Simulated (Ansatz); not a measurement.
Computed with Ansatz on PBE0-D4/def2-TZVP structures; ΔE is electronic, products minus reactants. CCSD(T)/CBS is the MP2 limit (def2-TZVPP, def2-QZVPP) plus CCSD(T) − MP2 in def2-TZVPP, frozen cores. This one scheme is used for every species. One conformer a species, not always the lowest.

Reaction (formal hydrolysis of the Si–Cl bond): `O[Si@H](Cl)[Si@H](F)Cl` + H₂O → `O[Si@H](Cl)[Si@@H](O)F` + HCl

```json
{"species": "`O[Si@H](Cl)[Si@H](F)Cl`", "SCS-MP2/def2-TZVPP energy (Eh)": "-1674.35190"}
{"species": "H₂O", "SCS-MP2/def2-TZVPP energy (Eh)": "-76.32077"}
{"species": "`O[Si@H](Cl)[Si@@H](O)F`", "SCS-MP2/def2-TZVPP energy (Eh)": "-1290.37363"}
{"species": "HCl", "SCS-MP2/def2-TZVPP energy (Eh)": "-460.30218"}
```

**Question.** Work out ΔE.

**Answer.** ΔE = (-1290.37363) + (-460.30218) − (-1674.35190) − (-76.32077) = -0.00314 Eh = -2.0 kcal/mol. CCSD(T)/CBS gives -0.9 kcal/mol.

Largest T1 diagnostic among the species: 0.012.
